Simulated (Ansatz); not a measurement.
C2H5ClOSi can be A, `OC1(Cl)C[SiH2]1`, or B, `Cl[SiH]1CCO1`.

Program: Ansatz. Geometries: PBE0-D4/def2-TZVP. ΔE: electronic, gas phase. CCSD(T)/CBS adds triple-zeta CCSD(T) − MP2 to the extrapolated MP2 energy (def2 sets, frozen cores). Functionals use def2-TZVPP. B3LYP here is the variant with VWN-RPA as its local correlation; programs differ in this. Each species was taken in one conformer, which may not be the lowest.

Task: Which isomer does CCSD(T)/CBS put lower? Give the gap. (Best estimate.)

Result: The calculation gave: B, by 339.6 kJ/mol.

Task: Give E(B) − E(A) in kJ/mol with B3LYP, CCSD/def2-TZVPP, HF/def2-TZVPP, B2PLYP, PBE0-D4, B3LYP-D4, ωB97M-V. (An estimate is asked.)

Result: The calculation gave: B3LYP -332.9, CCSD/def2-TZVPP -346.6, HF/def2-TZVPP -371.2, B2PLYP -340.2, PBE0-D4 -328.1, B3LYP-D4 -331.6, ωB97M-V -338.0. None reverses the order clearly.

Largest T1 diagnostic: 0.012.

From PBE to PBE0 (25 % exact exchange), in def2-TZVPP and without D4, E(B) − E(A) moves by −16.9 kJ/mol. In def2-TZVPP, CCSD(T) changes the Hartree–Fock value by +31.0 kJ/mol (the triples alone add +6.5 kJ/mol) and MP2 by +25.2 kJ/mol.
